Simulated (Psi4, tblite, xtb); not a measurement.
Two rigid molecules brought together: CH2O2 ··· H4OSi (SMILES O=CO and O[SiH3]). Monomers: optimised at B3LYP-D3(BJ) (def2-TZVP), held rigid. Orientation: a random orientation, not optimised. Only R, the distance of the centres of mass, is varied, so the lowest point isn't the relaxed dimer.

Geometry at R = 4.38 Å (first 5 atoms: monomer A):
```
11

O      0.8116    -0.5388     0.0136
C     -0.4226    -0.0075    -0.0032
O     -0.6693     1.1634    -0.0206
H      1.4495     0.1945     0.0087
H     -1.1692    -0.8117     0.0016
Si    -0.5373     4.5179    -1.4513
O     -0.5463     3.4179    -2.6845
H     -0.6369     3.8556    -0.1269
H     -1.6611     5.4802    -1.5686
H      0.7489     5.2334    -1.5587
H     -1.3105     2.8460    -2.7854
```

Levels of theory: HF/aug-cc-pVDZ, counterpoise-corrected (Psi4); GFN2-xTB (tblite); GFN1-xTB (xtb); SAPT0/jun-cc-pVDZ, frozen core (Psi4).

Interaction energies in kJ/mol:

```csv
R / Å,HF/aug-cc-pVDZ,GFN2-xTB,GFN1-xTB
3.79,23.06,5.40,-1.60
3.97,12.16,-0.56,-5.59
4.15,5.93,-3.34,-6.43
4.38,1.81,-4.48,-5.62
4.57,0.19,-4.51,-4.52
4.77,-0.63,-4.19,-3.46
5.06,-1.05,-3.57,-2.35
5.37,-1.08,-2.93,-1.64
5.91,-0.90,-2.06,-1.02
6.55,-0.69,-1.40,-0.69
7.57,-0.46,-0.83,-0.42
8.90,-0.28,-0.49,-0.26
```

Question: Estimate the SAPT0/jun-cc-pVDZ values at these points.

Answer: 3.79: 11.81; 3.97: 3.90; 4.15: -0.22; 4.38: -2.49; 4.57: -3.07; 4.77: -3.11; 5.06: -2.76; 5.37: -2.27; 5.91: -1.58; 6.55: -1.08; 7.57: -0.64; 8.90: -0.37 (kJ/mol).
